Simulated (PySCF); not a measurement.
C2H5B, SMILES `B[C]C` (lower singlet), neutral singlet in the gas phase. This singlet lies 0.61 eV below the relaxed triplet at the level frozen-core CCSD(T)/cc-pVTZ // B3LYP-D3(BJ)/def2-TZVP (Ansatz).

Cartesian coordinates (Å):
SMILES: B[C]C
```xyz
8

B      1.5617     0.0140    -0.1984
C      0.1900     0.0506    -0.0663
C     -1.2261     0.0382     0.1144
H      2.0915     0.8017    -0.9272
H      2.1889    -0.7994     0.4142
H     -1.3532    -0.7943     0.8306
H     -1.6438     0.9240     0.6042
H     -1.8089    -0.2346    -0.7714
```
Charge 0, spin multiplicity 1.

All levels are single points at this geometry (B3LYP-D3(BJ)/def2-TZVP); Pople sets use spherical d functions. Orbital energies aren't observables, and empty levels follow the basis.

B3LYP/6-311+G** in PySCF gives dipole (D) = 2.64.

**Question.** Estimate the dipole (D) from each of these levels: B3LYP-D3(BJ)/def2-TZVP in PySCF; PBE/6-31G* in PySCF; HF/3-21G in PySCF; HF/6-31G* in PySCF; HF/STO-3G in PySCF.

**Answer.** 
```
level                            dipole (D)
-------------------------------  ----------
B3LYP-D3(BJ)/def2-TZVP in PySCF        2.63
PBE/6-31G* in PySCF                    2.63
HF/3-21G in PySCF                      2.66
HF/6-31G* in PySCF                     2.59
HF/STO-3G in PySCF                     2.33
```
